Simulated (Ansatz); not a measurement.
MoNF3⁻. Charge -1, multiplicity 2. Geometry PBE-D4/def2-SVP, that of the neutral singlet; atoms count from 1.

```
atom   x (Å)   y (Å)   z (Å)
 Mo1  -0.011   0.001  -0.042
  N2   0.409  -0.040   1.543
  F3   0.424  -1.679  -0.691
  F4   1.009   1.367  -0.768
  F5  -1.831   0.351  -0.041
```

In the def2 sets Mo takes a core potential; there is no spin–orbit coupling. The highest occupied level of the charge -1 doublet lies above zero (up to 1.02 eV). By energy differences its removal costs 1.20 eV (vertical, to the charge 0 singlet, at PBE0-D4/def2-TZVPD); a positive level beside a positive removal energy at the same level points to self-interaction error.

Problem. Estimate the Mulliken populations from the PBE0/def2-TZVPD orbitals of Ansatz.

Solution. 
```json
{"atom": "Mo1", "charge (e)": "2.06", "spin (α − β)": "0.98", "d electrons": "3.80"}
{"atom": "N2", "charge (e)": "-0.84", "spin (α − β)": "-0.08", "d electrons": "–"}
{"atom": "F3", "charge (e)": "-0.75", "spin (α − β)": "0.04", "d electrons": "–"}
{"atom": "F4", "charge (e)": "-0.71", "spin (α − β)": "0.02", "d electrons": "–"}
{"atom": "F5", "charge (e)": "-0.75", "spin (α − β)": "0.04", "d electrons": "–"}
```
Mulliken values and Mayer orders depend strongly on the basis. With diffuse functions, as here, like atoms can get unlike values, and bond orders can come out too low or too high.

Problem. Where does the spin sit?

Solution. Summed by element: Mo 0.98, N -0.08, F 0.09, of 1 unpaired in all. Largest on single atoms: Mo1 0.98, N2 -0.08, F3 0.04.

Problem. And the Mayer bond orders between bonded heavy atoms (over 0.3)?

Solution. Mo1–N2 2.48 (1.64 Å); Mo1–F3 0.36 (1.85 Å); Mo1–F4 0.37 (1.85 Å); Mo1–F5 0.36 (1.85 Å).
